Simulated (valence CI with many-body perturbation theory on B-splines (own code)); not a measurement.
## E1 line list for Tc¹¹⁺

Method: configuration interaction combined with many-body perturbation theory (CI+MBPT): four valence electrons over a frozen Dirac-Fock core [Ar] 3d10, a basis of 11 s, 11 p, 10 d, 8 f, 5 g, 2 h functions for each j, with the one-electron correlation potential Σ1, the two-electron term Σ2, the three-electron term Σ3, Breit, model QED; selected CI, second order for the rest, scaled by the run's own slope (own B-spline code, finite nucleus).

No measured spectrum was set against this ion. As an estimate, levels hold to about 250 cm⁻¹ or 0.2 % of their energy and the worst to 1 %, as in measured heavy ions of charge 2 to 7; those with d or f electrons hold less well. Among the levels kept, up to 630 cm⁻¹ of a level comes from second order outside the variational space, and about a tenth of that is noise between levels of different J, which matters for small intervals.

Lines 101 to 150 of 560 in falling wavelength, among levels below 1053200 cm⁻¹, chosen from the strongest by gf and those to the six lowest levels. Wavelengths and rates use the calculated energies, so an error of 700 cm⁻¹ moves a line at 366.9 Å by 0.26 % and its rate by three times that or more. Electric multipoles are in the length gauge, E1 and E2 with the static RPA response of the core. Weak lines are less certain than strong ones. Lines between different terms over intervals too small for the method are left out, as are lines whose strength nearly cancels. Where a level lies close to another of its J and parity, the split of strength between their lines is uncertain. The highest levels of a list are the least certain.

Names give the largest LS component (configuration and term), which can be under half, so a name can repeat, a term be missing and a line seem to break the LS rules; names also repeat where a configuration has a term twice. Letters in brackets count levels of one name in rising energy.

| λ vac (Å) | Upper | Lower | A (s⁻¹) | S (a.u.) |
| --- | --- | --- | --- | --- |
| 366.9 | 4s4p³ ³D°_1 | 4s²4p² ³P_0 | 4.01e+09 | 2.93e-01 |
| 366.7 | 4p³4d ³G°_3 | 4s4p²4d ³F_4 [a] | 1.69e+09 | 2.88e-01 |
| 366.0 | 4s4p²4d ¹G_4 | 4s²4p4d ³F°_4 | 1.31e+09 | 2.86e-01 |
| 365.8 | 4s4p²4d ³F_3 [c] | 4s²4p4d ¹D°_2 | 3.10e+09 | 5.24e-01 |
| 365.1 | 4s4p²4d ³G_4 | 4s²4p4d ³F°_3 | 4.33e+09 | 9.36e-01 |
| 363.4 | 4p³4d ⁵D°_2 | 4s4p²4d ³F_3 [a] | 2.88e+09 | 3.41e-01 |
| 363.2 | 4p³4d ³F°_4 [a] | 4s4p²4d ³F_4 [a] | 3.32e+09 | 7.06e-01 |
| 362.8 | 4p³4d ¹F°_3 [a] | 4s4p²4d ³F_4 [c] | 2.12e+09 | 3.50e-01 |
| 362.6 | 4s4p²4d ¹P_1 [b] | 4s²4p4d ¹P°_1 | 2.91e+09 | 2.05e-01 |
| 357.7 | 4s4p²4d ³F_4 [c] | 4s²4p4d ³D°_3 | 3.98e+09 | 8.09e-01 |
| 356.7 | 4p⁴ ³P_2 | 4s4p³ ³D°_2 | 3.40e+09 | 3.80e-01 |
| 356.3 | 4s4p²4d ³G_3 | 4s²4p4d ³F°_2 | 4.77e+09 | 7.45e-01 |
| 355.9 | 4s4p³ ³P°_1 | 4s²4p² ³P_2 | 6.24e+08 | 4.16e-02 |
| 352.1 | 4p³4d ³F°_3 [a] | 4s4p²4d ³F_3 [a] | 2.79e+09 | 4.21e-01 |
| 351.8 | 4p³4d ⁵D°_3 | 4s4p²4d ⁵D_4 | 5.81e+09 | 8.75e-01 |
| 351.5 | 4s4p³ ³P°_2 | 4s²4p² ³P_2 | 7.41e+09 | 7.94e-01 |
| 350.0 | 4s4p²4d ¹F_3 | 4s²4p4d ¹F°_3 | 7.07e+09 | 1.05e+00 |
| 349.8 | 4s4p²4d ³F_2 [b] | 4s²4p4d ³D°_1 | 3.47e+09 | 3.67e-01 |
| 349.8 | 4s4p³ ¹D°_2 | 4s²4p² ¹D_2 | 1.12e+10 | 1.18e+00 |
| 348.0 | 4p³4d ³F°_2 [a] | 4s4p²4d ⁵D_3 | 4.03e+09 | 4.19e-01 |
| 347.5 | 4p³4d ³D°_2 [b] | 4s4p²4d ³D_3 [a] | 3.67e+09 | 3.80e-01 |
| 346.9 | 4s4p³ ³P°_0 | 4s²4p² ³P_1 | 7.13e+09 | 1.47e-01 |
| 346.7 | 4s4p²4d ³S_1 [b] | 4s²4p4d ¹D°_2 | 3.94e+09 | 2.43e-01 |
| 345.8 | 4p³4d ¹D°_2 [a] | 4s4p²4d ³G_3 | 2.88e+09 | 2.93e-01 |
| 345.5 | 4s4p²4d ³D_2 [d] | 4s²4p4d ³D°_1 | 2.45e+09 | 2.50e-01 |
| 344.9 | 4p³4d ⁵D°_4 | 4s4p²4d ⁵D_4 | 4.04e+09 | 7.35e-01 |
| 344.3 | 4p³4d ³D°_2 [a] | 4s4p²4d ³F_2 [a] | 3.28e+09 | 3.31e-01 |
| 343.1 | 4s4p³ ³P°_1 | 4s²4p² ³P_1 | 5.60e+09 | 3.35e-01 |
| 343.1 | 4p³4d ³D°_1 [a] | 4s4p²4d ³F_2 [a] | 6.17e+09 | 3.69e-01 |
| 342.5 | 4p³4d ⁵D°_4 | 4s4p²4d ⁵F_5 | 1.08e+10 | 1.94e+00 |
| 342.2 | 4p³4d ³D°_3 [b] | 4s4p²4d ¹G_4 | 4.98e+09 | 6.90e-01 |
| 341.9 | 4p³4d ⁵D°_3 | 4s4p²4d ⁵D_2 | 1.40e+09 | 1.94e-01 |
| 341.2 | 4p³4d ³D°_1 [c] | 4s4p²4d ³F_2 [b] | 3.39e+09 | 1.99e-01 |
| 340.3 | 4s4p²4d ³P_1 [b] | 4s²4p4d ³P°_2 | 4.11e+09 | 2.40e-01 |
| 339.8 | 4s4p²4d ³D_3 [e] | 4s²4p4d ³D°_2 | 2.60e+09 | 3.52e-01 |
| 339.4 | 4s4p²4d ³D_3 [b] | 4s²4p4d ³F°_3 | 1.55e+09 | 2.09e-01 |
| 339.0 | 4s4p³ ³P°_2 | 4s²4p² ³P_1 | 7.80e+07 | 7.50e-03 |
| 338.4 | 4s4p²4d ³F_3 [c] | 4s²4p4d ³P°_2 | 1.66e+09 | 2.22e-01 |
| 338.4 | 4s4p²4d ³D_2 [a] | 4s²4p4d ³F°_2 | 4.90e+09 | 4.68e-01 |
| 338.0 | 4p³4d ⁵D°_4 | 4s4p²4d ⁵D_3 | 1.43e+09 | 2.46e-01 |
| 337.7 | 4s4p²4d ³D_3 [e] | 4s²4p4d ³D°_3 | 5.73e+09 | 7.62e-01 |
| 337.5 | 4s4p²4d ³D_2 [e] | 4s²4p4d ³D°_2 | 5.65e+09 | 5.36e-01 |
| 336.3 | 4p³4d ⁵D°_1 | 4s4p²4d ⁵D_2 | 9.22e+09 | 5.19e-01 |
| 335.8 | 4s4p²4d ³P_1 [c] | 4s²4p4d ¹P°_1 | 4.59e+09 | 2.57e-01 |
| 335.6 | 4p³4d ⁵D°_3 | 4s4p²4d ⁵F_4 | 3.40e+09 | 4.44e-01 |
| 335.3 | 4p³4d ³F°_3 [b] | 4s4p²4d ³G_4 | 6.42e+09 | 8.36e-01 |
| 334.9 | 4p³4d ⁵D°_2 | 4s4p²4d ⁵D_3 | 3.86e+09 | 3.58e-01 |
| 334.9 | 4s4p³ ³S°_1 | 4s²4p² ¹D_2 | 1.07e+08 | 5.93e-03 |
| 333.1 | 4s4p²4d ³D_2 [e] | 4s²4p4d ³P°_1 | 2.46e+09 | 2.24e-01 |
| 331.6 | 4p³4d ³F°_3 [a] | 4s4p²4d ⁵D_4 | 1.52e+09 | 1.92e-01 |
